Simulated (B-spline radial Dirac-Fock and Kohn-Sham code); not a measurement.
**The S atom: differential elastic cross section for electrons at 50.2 eV**

Level of theory: relativistic (Dirac) partial waves in the static field of the Dirac-Fock atom with Furness-McCarthy exchange, without polarisation or absorption potentials; a radial B-spline solver. Below a few hundred eV the neglected polarisation potential matters, most of all at small angles.

```
θ (°)  dσ/dΩ (a₀²/sr)  Sherman function
    0            35.0             0.000
  0.5            35.0             0.000
    1            34.9             0.000
    2            34.8             0.000
    4            34.1             0.000
    8            31.6             0.000
   12            28.0             0.000
   16            23.6             0.001
   24            14.8             0.001
   32            7.83             0.002
   45            1.78             0.003
   60           0.163            -0.019
   75           0.937            -0.006
   90            1.71            -0.002
  105            1.36             0.000
  120           0.410            -0.001
  135           0.169            -0.015
  150            1.27            -0.003
  165            2.93            -0.001
  180            3.72             0.000
```

Q: What integrated cross sections go with this distribution?

A: The total elastic cross section is 31.5 a₀², the first transport cross section 14.6 a₀² and the second, weighted with (3/2) sin²θ, 16.4 a₀². The mean deflection is ⟨1 − cos θ⟩ = 0.464, and 22 % of the collisions scatter beyond 90°.

On this grid of angles the cross section has minima near 60°, 135°, from interference among the few low partial waves with large phase shifts.

Phase shifts modulo π (rad) for κ = −1 to −5: 0.116, 1.084, -1.478, 0.499, 0.171.

Values without a named source are computed, but for edge energies of neutral atoms, which are taken from tables.
